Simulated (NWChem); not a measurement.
Molecule: GeSi$_{2}$H$_{8}$; SMILES [SiH3][GeH2][SiH3]

Computed with NWChem. The geometry was optimised at PBE0/def2-SVP. Ions are spin-unrestricted doublets at the neutral geometry; other ion states weren't tried.

For level PBE0/def2-SVP:

- −ε(HOMO) (eV) = 7.97

What are these values for level B3LYP/def2-SVP?


- −ε(HOMO) (eV): 7.72
